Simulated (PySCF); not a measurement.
**Structure from NMR data**

The spectra below were simulated for a compound C4H12FPSi2.

$^{1}$H NMR (500 MHz, computed): δ 7.15 (m, 1H), 5.30 (m, 2H), 4.58 (m, 2H), 4.58 (m, 2H), 1.23 (m, 2H), 0.32 (t, 3H).

$^{13}$C{$^{1}$H} NMR (computed): δ 162.2 (C), 141.0 (CH), 89.3 (CH2), -7.0 (CH3).

- geometry: GFN2-xTB
- shieldings: GIAO PBE0/pcSseg-1
- program: PySCF
- relativity neglected, gas phase, one averaged value for each set of equivalent atoms, one computed conformer

Referencing at the same level of theory: $^{1}$H, $^{13}$C against TMS.

Q: Choose the structure that fits.
A. C[SiH2]/C=C(/CF)[SiH2]P
B. FCC/C(=C\[SiH3])[SiH2]P
C. C[SiH2]/C=C(\CF)[SiH2]P

A: A. 

- 4 carbon signals for 4 carbons: no two carbons are equivalent.
- Carbon types of the structure: 1 × C, 1 × CH, 1 × CH2, 1 × CH3, leaving 6 H on heteroatoms.
- δC 162.2: fully substituted alkene carbon; the olefinic region.
- δC 141.0: alkene CH; an sp2 carbon of a C=C bond.
- δC 89.3: allylic sp3 CH2 bonded to F; the inductive effect lowers its shielding.
- δC -7.0: methyl carbon bonded to Si; an electropositive neighbour leaves it electron-rich and shielded.
- δH 0.32: hydrogen on a methyl carbon bonded to Si; an electropositive neighbour shields it, as in TMS itself.

The others: C[SiH2]/C=C(\CF)[SiH2]P has carbons computed at 158.9, 146.5, 92.1, -4.5; FCC/C(=C\[SiH3])[SiH2]P has carbons computed at 162.3, 147.2, 84.2, 44.4, with a different DEPT pattern.

Splittings by $^{19}$F and $^{31}$P in the carbon and heteronuclear signals aren't shown, as no couplings were computed. Shifts are as computed. Against solution values, carbons near 30 ppm lie about +3 ppm off and those near 130 ppm about +5 ppm. Of 1211 compounds with measured shifts, 218 miss one by over three times the rms of a fit or turn the order of signals round; such compounds aren't used in these exercises. No couplings were computed; multiplicities are counted from neighbouring protons, with m where these are inequivalent, close in shift, in a saturated or five-membered ring or joined by F or P, and br s for small geminal =CH2 splittings.
